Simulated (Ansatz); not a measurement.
Ansatz (an electronic-structure program) input (PBE0/def2-QZVPP):
A basis named .json is the Basis Set Exchange file of that set.

Ansatz 0.2 input:
```yaml
crystal:
  periodic: [false, false, false]
  atoms:
    - {symbol: Zr, position_ang: [-0.00000000, -0.00000000, -0.34298148]}
    - {symbol: F, position_ang: [0.00000000, 0.00000000, 1.52436215]}
basis:
  gaussian:
    orbitals: def2-QZVPP.json
hamiltonian:
  xc: {name: PBE0}
magnetization: {spin_polarized: true, initial_magnetization: 1}
```

Output:

```
Functional definition: PBE0
integrals: 0.03 GiB planned
621 factors; their error is unknown
mean field: 0.51 GiB planned
mean field evaluation 1: about -3992.1063 eV, gradient 2.7e1 eV
mean field evaluation 2: about -3972.3295 eV, gradient 8.5e1 eV
mean field evaluation 4: about -3994.5527 eV, gradient 2.1e0 eV
mean field evaluation 8: about -3994.5847 eV, gradient 8.3e-2 eV
mean field evaluation 16: about -3994.5985 eV, gradient 5.5e-4 eV
mean field evaluation 32: about -3994.6658 eV, gradient 7.1e-6 eV
mean field -3994.66577172 eV, -146.8012594289 hartree, gradient 3.0e-6 eV, S^2 1.234457; 7 other end points of the search recorded, 0 dependent functions left out
reference -3994.66580080 eV, -146.8012604977 hartree; 11, 10 occupied and 127, 128 virtual orbitals, 621 factors
Total energy: -3994.66580080 eV, -146.8012604977 hartree
```

The spin state was set by rule; other spins were not relaxed.

The determinant is spin-contaminated: <S^2> is 1.23 against 0.75 for a pure state.
